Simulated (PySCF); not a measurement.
C3H7O, charge +1. Atoms are numbered in the order given.

```xyz
11

C      1.2891    -0.5065     0.4317
C      0.0116     0.0513    -0.0342
C     -1.2895    -0.5423     0.3226
O      0.0902     1.0898    -0.7707
H      1.1935    -0.9258     1.4444
H      1.5257    -1.3594    -0.2378
H      2.1040     0.2257     0.3600
H     -2.1213    -0.1795    -0.2984
H     -1.4888    -0.2781     1.3806
H     -1.2308    -1.6421     0.2936
H     -0.7708     1.4250    -1.0972
```
Charge +1, spin multiplicity 1.

Geometry: B3LYP-D3(BJ)/def2-SVP. The isomer is the one that the SMILES or the coordinates give; other isomers of the formula were not compared.

Computed with SMD-ωB97X/6-31G* (PySCF).

Solvation free energies are E(SMD) − E(gas) at the gas-phase geometry, for 1 M in both phases.

Question: Estimate the solvation free energies in water, chlorobenzene, ethanol. (The exact figures need the calculation; the answer reports its results.)

Answer: 
```tsv
solvent	ΔG(solv) (kcal/mol)	its non-electrostatic (CDS) part
water	-67.4	3.6
chlorobenzene	-55.6	-1.6
ethanol	-68.2	0.5
```
